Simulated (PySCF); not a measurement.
Gas-phase reaction: 2 Ti(OH)4 + 2 F2O → TiF4 + TiO2 + 4 H2O2

Computed with PySCF (xtb for GFN2) and rigid-rotor harmonic-oscillator thermochemistry at 1 bar. S°(298 K) at PBE0/def2-TZVP differs from the NASA 1993 table for H2O2 (-8 J/mol/K); whether the harmonic model or the table's entry is off was not settled. † marks an energy on the PBE0/def2-TZVP geometry and frequencies; other levels use their own. All species are closed-shell singlets. No R ln 2 is added for the mirror-image form of H2O2. Ti(OH)4: computed as isolated molecules; such fragments, hydroxides, amides, oligomers or adducts are transient or little studied in the gas. The harmonic model lacks anharmonicity and excited electronic states, which grow with temperature; levels with a mode under 35 cm⁻¹ are left out. Internal rotation in H2O2 is treated as a harmonic vibration of one conformer, which makes the entropy rough. Warning, point group unlike the PBE0 one: H2O2 (GFN2-xTB).

ΔH° and ΔS° at 298 K: BLYP/def2-TZVP† 102 kJ, 246 J/K; GFN2-xTB -99 kJ, 205 J/K; M06-2X/def2-TZVP† 183 kJ, 246 J/K; PBE/def2-TZVP† 114 kJ, 246 J/K; LDA/def2-TZVP† 195 kJ, 246 J/K; ωB97M-V/def2-TZVP† 136 kJ, 246 J/K.

Q: With the heat capacities included, give log10 K (1 bar) at 800, 1000, 1400, 1600, 2500 K from BLYP/def2-TZVP†, GFN2-xTB, M06-2X/def2-TZVP†, PBE/def2-TZVP†, LDA/def2-TZVP†, ωB97M-V/def2-TZVP†.

A: 
| T (K) | BLYP/def2-TZVP† | GFN2-xTB | M06-2X/def2-TZVP† | PBE/def2-TZVP† | LDA/def2-TZVP† | ωB97M-V/def2-TZVP† |
|---|---|---|---|---|---|---|
| 800 | 5.0 | 15.8 | -0.3 | 4.2 | -1.1 | 2.8 |
| 1000 | 5.8 | 14.0 | 1.6 | 5.2 | 1.0 | 4.1 |
| 1400 | 6.6 | 11.8 | 3.6 | 6.2 | 3.1 | 5.3 |
| 1600 | 6.8 | 11.0 | 4.1 | 6.4 | 3.7 | 5.7 |
| 2500 | 7.0 | 8.8 | 5.3 | 6.8 | 5.1 | 6.3 |
